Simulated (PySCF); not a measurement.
PySCF input:

```python
from pyscf import gto, scf, dft

mol = gto.M(
    atom='''
    Si    1.10822191    0.39106811    0.18339917
    O    -0.34037181   -0.53352053   -0.35814073
    C    -1.74676576   -0.18274078   -0.01087955
    H     2.16671175   -0.38808066   -0.46586324
    H     1.06355054    0.31145757    1.64757872
    H     0.83101326    1.71859828   -0.37134353
    H    -1.77837799    0.90144033    0.02978657
    H    -1.98383513   -0.63230274    0.94872293
    H    -2.37246304   -0.55729014   -0.81429359
    H    -0.23813708   -1.46416731   -0.61177294
    ''',
    basis='def2-tzvpd',
    charge=1,
    spin=0,
    verbose=4,
)

mf = dft.RKS(mol, xc='m062x').density_fit(auxbasis='def2-universal-jkfit')
mf.grids.level = 4
mf.conv_tol = 1e-9
mf.max_cycle = 100
mf.max_memory = 1500
mf.kernel()
if not mf.converged:
    mf = mf.newton()
    mf.kernel(mf.make_rdm1())
mf.analyze()
```

Task: What final total energy does it print?

Result: -406.73916 Eh (M06-2X/def2-TZVPD).

It need not be the lowest isomer of its formula.
